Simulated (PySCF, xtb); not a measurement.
hydrogen (H2), SMILES [H][H].

Harmonic wavenumbers (cm⁻¹) from GFN2-xTB run with xtb at its own minimum, in rising order: 3759.

What does PySCF with PBE0-D3(BJ)/def2-TZVPD give at its own minimum? (Estimate from the structure and the level; the computed values follow.)

4406. Paired by order, the mean absolute difference is 647 cm⁻¹ and the zero-point energies are 5.4 and 6.3 kcal/mol.
